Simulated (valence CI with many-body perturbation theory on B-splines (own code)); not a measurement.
Values are calculated unless marked as measured or tabulated.
# Hyperfine factors and g values of Er XIX

Level of theory: configuration interaction combined with many-body perturbation theory (CI+MBPT): four valence electrons over a frozen Dirac-Fock core [Kr] 4d10, a basis of 8 s, 8 p, 9 d, 9 f, 6 g, 3 h, 2 i functions for each j, with the one-electron correlation potential Σ1, the two-electron term Σ2, the three-electron term Σ3, Breit, model QED; selected CI, second order for the rest, scaled by the run's own slope (own B-spline code, finite nucleus).

No measured levels were compared; by estimate terms of the open shell hold to a few per cent of their energy, and close levels can change places. Core correlation moves these levels by up to 3400 cm⁻¹, and in measured spectra 5 to 20 % of such shifts remained as error; rates that hang on mixing are uncertain with them. Only levels of the ground parity were solved; by the run's estimate the other parity begins above the list, which can be wrong where configurations are misplaced.

A/g_I is the dipole constant over the nuclear g factor μ/I (μ in nuclear magnetons, uniformly magnetised nucleus), B/Q the quadrupole constant per barn. Both hold the static response of the core; the bare values leave it out. Large factors of s and p1/2 electrons are usually good to 5 to 10 %; those of open d and f shells near neutrality can be off by tens of per cent, and small factors of p3/2, d and f electrons come from cancelling terms and can be off by a factor of two or in sign, in half-filled shells by more. B is blank for J = 1/2, where it vanishes, and for nearly pure S terms. Energies count from the lowest level. Levels with J = 0 are left out.

Names give the largest LS component (configuration and term), which can be under half, so a name can repeat, a term be missing and a line seem to break the LS rules; names also repeat where a configuration has a term twice. Letters in brackets count levels of one name in rising energy.

```tsv
Level	E (eV)	g	A/g_I (MHz)	A/g_I bare	B/Q (MHz/b)	B/Q bare
4f⁴ ⁵I_4	0.0000	0.616	2740	2340	-1130	-952
4f⁴ ⁵I_5	0.7596	0.904	1870	1830	-1020	-871
4f⁴ ⁵I_6	1.505	1.066	1400	1570	-970	-846
4f⁴ ⁵I_7	2.210	1.163	1140	1440	-939	-834
4f⁴ ⁵I_8	2.873	1.226	995	1370	-922	-835
4f⁴ ⁵F_1	3.478	0.063	5020	4050	393	333
4f⁴ ⁵F_2	3.485	1.018	1880	2060	1000	855
4f⁴ ⁵F_3	3.994	1.212	1060	1420	325	265
4f⁴ ⁵F_4 [a]	4.046	1.102	1500	1760	-1500	-1290
4f⁴ ⁵S_2	4.231	1.841	-919	217	-105	-108
4f⁴ ³K_6	4.566	0.866	1990	1910	325	293
4f⁴ ⁵G_2	4.667	0.448	3290	2690	-608	-506
4f⁴ ⁵G_3	4.870	0.890	2030	1990	159	152
4f⁴ ⁵F_4 [b]	4.900	1.158	1100	1370	891	754
4f⁴ ⁵F_5	4.905	1.305	700	1170	11.2	-29.0
4f⁴ ³K_7	4.955	0.976	1690	1750	1170	985
4f⁴ ³K_8 [a]	5.434	1.043	1510	1660	1990	1660
4f⁴ ³H_5 [a]	5.833	1.198	937	1250	632	523
4f⁴ ⁵G_4	5.909	1.058	1460	1620	-252	-209
4f⁴ ³G_3 [a]	6.144	0.836	2050	1920	-1160	-989
4f⁴ ³D_2	6.178	1.178	1100	1410	936	807
4f⁴ ³P_1	6.647	1.026	1890	2090	-71.8	-67.2
4f⁴ ⁵G_5	6.714	1.171	1140	1440	-430	-373
4f⁴ ³L_7	6.728	0.932	1700	1670	1130	974
4f⁴ ⁵G_6	6.834	1.257	778	1170	-587	-541
4f⁴ ³L_8	6.986	0.979	1660	1710	2430	2070
4f⁴ ¹D_2 [a]	7.058	1.012	1300	1340	-527	-466
4f⁴ ³K_8 [b]	7.064	1.021	1470	1570	2070	1750
4f⁴ ³L_9	7.117	1.063	1430	1600	3490	2940
4f⁴ ³D_3	7.230	1.274	573	952	906	765
4f⁴ ³F_4 [a]	7.266	1.151	1140	1420	-1370	-1170
4f⁴ ³H_6 [a]	7.485	1.204	1060	1410	-613	-540
4f⁴ ³I_5	7.574	0.901	1800	1740	570	472
4f⁴ ³G_4 [a]	7.644	1.089	1260	1430	-875	-754
4f⁴ ³F_2	7.949	0.714	2940	2770	712	625
4f⁴ ⁵D_1 [a]	8.239	1.241	801	1170	494	423
4f⁴ ³I_6	8.326	1.048	1440	1580	84.9	66.6
4f⁴ ³I_7	8.425	1.117	1320	1560	476	394
```

Problem. Take the isotope of mass number 167, with I = 7/2, μ = -0.5623 μN and Q = 3.57 b. What is the hyperfine structure of 4f⁴ ⁵I_4?

Solution. From the table A = -440 MHz, B = -4050 MHz. Shifts from the centre of gravity in MHz: F = 1/2: 5710, F = 3/2: 5560, F = 5/2: 5210, F = 7/2: 4500, F = 9/2: 3220, F = 11/2: 1080, F = 13/2: -2250, F = 15/2: -7170.
